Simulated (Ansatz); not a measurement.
A nudged elastic band was laid between two geometries of BClH6OSi (10 atoms, charge 0, multiplicity 1).

All numbers below come from RKS CAM-B3LYP-D4/def2-SVP in Ansatz.

* movable images: 7
* climbing image: yes
* spring: 5.0 eV/Å²
* optimiser: quadratic models (default)
* start path: through a guess of the saddle point
* force threshold: 0.03 eV/Å
* iteration limit: 60
* end points: relaxed

Initial state:

```xyz
10
Properties=species:S:1:pos:R:3
B -0.092 -0.148 0.210
Cl -0.537 0.207 1.965
H 0.846 0.499 -0.188
H -1.060 -0.224 -0.523
O 0.416 -1.694 0.266
Si -0.763 -2.879 -0.190
H -0.154 -4.170 0.215
H -2.023 -2.620 0.537
H -0.898 -2.769 -1.655
H 0.926 -1.826 1.082
```

Final state:

```xyz
10
Properties=species:S:1:pos:R:3
B 0.081 -0.193 -0.760
Cl 0.254 -1.485 3.217
H 0.595 0.805 -0.316
H -0.187 -0.314 -1.935
O -0.192 -1.198 0.099
Si -0.885 -2.734 -0.105
H 0.133 -3.736 0.286
H -2.073 -2.803 0.776
H -1.267 -2.893 -1.531
H 0.201 -1.072 1.987
```

Q: What changes between the two ends?

A: Bonds broken: B1–Cl2, O5–H10. Bonds formed: Cl2–H10. BClH6OSi becomes BH5OSi + ClH.

Q: Give the energies along the band, and the barrier.

A: The forces met the threshold. The highest image is number 3 of 0 to 8, 0.74 eV above the first end and 0.84 eV above the last; the last end lies 0.10 eV below the first. A vibrational analysis at the climbing image gives one clearly imaginary mode, 1085i cm⁻¹: a first-order saddle point. The orbitals stay closed-shell, which can raise the energy where a bond breaks towards radicals; this wasn't checked here.

| image | path coordinate (Å) | energy (eV) | B1–Cl2 (Å) | O5–H10 (Å) | Cl2–H10 (Å) |
| --- | --- | --- | --- | --- | --- |
| 0 | 0.00 | 0.00 | 1.85 | 0.97 | 2.66 |
| 1 | 0.62 | 0.01 | 1.85 | 0.97 | 2.49 |
| 2 | 1.24 | 0.07 | 1.88 | 0.98 | 2.14 |
| 3 | 1.85 | 0.74 | 2.18 | 1.30 | 1.49 |
| 4 | 2.73 | 0.07 | 2.94 | 2.03 | 1.29 |
| 5 | 3.61 | -0.03 | 3.39 | 2.17 | 1.29 |
| 6 | 4.48 | -0.06 | 3.78 | 1.96 | 1.30 |
| 7 | 5.36 | -0.09 | 4.05 | 1.91 | 1.30 |
| 8 | 6.23 | -0.10 | 4.19 | 1.93 | 1.30 |

Q: What is the geometry of the highest image?

A: 
```xyz
10
Properties=species:S:1:pos:R:3
B -0.081 -0.222 0.021
Cl 0.198 0.060 2.168
H 0.823 0.404 -0.461
H -1.234 0.046 -0.205
O 0.203 -1.661 0.256
Si -0.721 -2.978 -0.278
H -0.066 -4.188 0.270
H -2.111 -2.853 0.230
H -0.705 -2.982 -1.760
H 0.354 -1.250 1.476
```

Q: What are the harmonic wavenumbers there?

A: 1085i, 57, 94, 177, 380, 421, 653, 715, 724, 804, 824, 957, 959, 967, 996, 1051, 1124, 1250, 1575, 2277, 2291, 2299, 2593, 2712 cm⁻¹.

The run took 6 min on 4 threads of Arm Neoverse V1, with other jobs on the host, peak memory 0.24 GiB.
